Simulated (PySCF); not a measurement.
Si(H)(F)(Et)(OH) (C2H7FOSi), SMILES C([SiH](O)F)C. Atoms are numbered in the order given.

```xyz
12

Si    -0.4391     0.3661     0.2423
O     -1.1980    -1.0113     0.7557
F     -1.3944     1.1495    -0.8185
C      1.1696     0.0133    -0.6310
C      2.1764    -0.7557     0.2218
H     -0.2967     1.2154     1.4488
H     -1.3483    -1.7032     0.1051
H      0.9358    -0.5396    -1.5588
H      1.5903     0.9779    -0.9654
H      2.4519    -0.1932     1.1281
H      3.1065    -0.9623    -0.3294
H      1.7651    -1.7209     0.5558
```
Charge 0, spin multiplicity 1.

Coordinates come from a PBE0-D3(BJ)/def2-SVP optimisation. The structure was generated by enumeration, and PubChem lists no compound with its InChIKey, so it may never have been made. Other conformers were not sampled.

Calculation: PBE0/pcSseg-1 (PySCF).

GIAO shieldings, no solvent; atoms listed in one row are averaged. δ = σ(ref) − σ: ²⁹Si against TMS (σ = 352.7 ppm); ¹⁷O against H2O (σ = 334.2 ppm); ¹⁹F against CFCl3 (σ = 167.2 ppm); ¹³C against TMS (σ = 186.3 ppm); ¹H against TMS (σ = 31.56 ppm), references at their B3LYP-D3(BJ)/def2-TZVP geometries, non-relativistic.

Estimate the chemical shifts. (The exact figures need the calculation; the answer reports its results.)


```json
[
 {"nucleus": "²⁹Si", "atoms": "Si1", "count": "1", "δ (ppm)": "-0.6"},
 {"nucleus": "¹⁷O", "atoms": "O2", "count": "1", "δ (ppm)": "56.4"},
 {"nucleus": "¹⁹F", "atoms": "F3", "count": "1", "δ (ppm)": "-156.4"},
 {"nucleus": "¹³C", "atoms": "C4", "count": "1", "δ (ppm)": "12.0"},
 {"nucleus": "¹³C", "atoms": "C5", "count": "1", "δ (ppm)": "8.6"},
 {"nucleus": "¹H", "atoms": "H6", "count": "1", "δ (ppm)": "4.97"},
 {"nucleus": "¹H", "atoms": "H7", "count": "1", "δ (ppm)": "1.90"},
 {"nucleus": "¹H", "atoms": "H10, H11, H12", "count": "3", "δ (ppm)": "1.26"},
 {"nucleus": "¹H", "atoms": "H9", "count": "1", "δ (ppm)": "0.88"},
 {"nucleus": "¹H", "atoms": "H8", "count": "1", "δ (ppm)": "0.76"}
]
```
